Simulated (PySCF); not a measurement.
Simulated outer-valence photoelectron spectrum of `C#CB(N)N`. Level of theory: EOM-IP-CCSD/aug-cc-pVDZ in PySCF, restricted Hartree–Fock reference, frozen core, non-relativistic, gas phase, PBE0-D3(BJ)/def2-SVP geometry.

Each root has a Gaussian of 0.4 eV full width with its one-hole share as area; cross sections and vibrations are left out, and the highest printed point is 100.

```json
{"ionisation energy (eV)": "8.8", "intensity": "1"}
{"ionisation energy (eV)": "9.0", "intensity": "14"}
{"ionisation energy (eV)": "9.2", "intensity": "60"}
{"ionisation energy (eV)": "9.4", "intensity": "64"}
{"ionisation energy (eV)": "9.6", "intensity": "17"}
{"ionisation energy (eV)": "9.8", "intensity": "4"}
{"ionisation energy (eV)": "10.0", "intensity": "29"}
{"ionisation energy (eV)": "10.2", "intensity": "83"}
{"ionisation energy (eV)": "10.4", "intensity": "100"}
{"ionisation energy (eV)": "10.6", "intensity": "79"}
{"ionisation energy (eV)": "10.8", "intensity": "24"}
{"ionisation energy (eV)": "11.0", "intensity": "2"}
{"ionisation energy (eV)": "11.2", "intensity": "0"}
{"ionisation energy (eV)": "11.4", "intensity": "0"}
{"ionisation energy (eV)": "11.6", "intensity": "6"}
{"ionisation energy (eV)": "11.8", "intensity": "41"}
{"ionisation energy (eV)": "12.0", "intensity": "73"}
{"ionisation energy (eV)": "12.2", "intensity": "32"}
{"ionisation energy (eV)": "12.4", "intensity": "4"}
{"ionisation energy (eV)": "12.6", "intensity": "0"}
{"ionisation energy (eV)": "12.8", "intensity": "0"}
{"ionisation energy (eV)": "13.0", "intensity": "0"}
{"ionisation energy (eV)": "13.2", "intensity": "4"}
{"ionisation energy (eV)": "13.4", "intensity": "35"}
{"ionisation energy (eV)": "13.6", "intensity": "74"}
{"ionisation energy (eV)": "13.8", "intensity": "39"}
{"ionisation energy (eV)": "14.0", "intensity": "5"}
{"ionisation energy (eV)": "14.2", "intensity": "0"}
{"ionisation energy (eV)": "14.4", "intensity": "2"}
{"ionisation energy (eV)": "14.6", "intensity": "26"}
{"ionisation energy (eV)": "14.8", "intensity": "72"}
{"ionisation energy (eV)": "15.0", "intensity": "49"}
{"ionisation energy (eV)": "15.2", "intensity": "9"}
{"ionisation energy (eV)": "15.4", "intensity": "0"}
{"ionisation energy (eV)": "15.6", "intensity": "0"}
{"ionisation energy (eV)": "15.8", "intensity": "0"}
{"ionisation energy (eV)": "16.0", "intensity": "0"}
{"ionisation energy (eV)": "16.2", "intensity": "0"}
{"ionisation energy (eV)": "16.4", "intensity": "4"}
{"ionisation energy (eV)": "16.6", "intensity": "35"}
{"ionisation energy (eV)": "16.8", "intensity": "84"}
{"ionisation energy (eV)": "17.0", "intensity": "92"}
{"ionisation energy (eV)": "17.2", "intensity": "74"}
{"ionisation energy (eV)": "17.4", "intensity": "23"}
{"ionisation energy (eV)": "17.6", "intensity": "2"}
```

Question: Where are the maxima, and how many lines lie under the curve?

Answer: 6 maxima, at 9.3, 10.4, 12.0, 13.6, 14.8 and 17.0 eV, from 8 lines. At this width some lines have no maximum of their own.

Question: List the lines with their holes.

Answer: 
| E (eV) | leading hole (HF orbital) | area | Koopmans (eV) |
| --- | --- | --- | --- |
| 9.31 | HOMO-1 | 0.94 | 10.49 |
| 10.24 | HOMO | 0.96 | 10.40 |
| 10.54 | HOMO-2 | 0.96 | 10.55 |
| 11.98 | HOMO-3 | 0.94 | 13.02 |
| 13.61 | HOMO-4 | 0.94 | 15.32 |
| 14.85 | HOMO-5 | 0.95 | 16.28 |
| 16.81 | HOMO-6 | 0.95 | 18.09 |
| 17.14 | HOMO-7 | 0.94 | 18.68 |

The widest gap, 1.96 eV, lies between 14.85 and 16.81 eV. Only orbitals with −ε under 21 eV, eight at most, were ionised, so the high end of the curve may lack lines.

Conformer computed: `[CH:1]#[C:2][B:3]([NH2:4])[NH2:5]`: H–N4–B3–C2 180°, H–N4–B3–C2 0°, H–N5–B3–C2 0°, H–N5–B3–C2 179°.
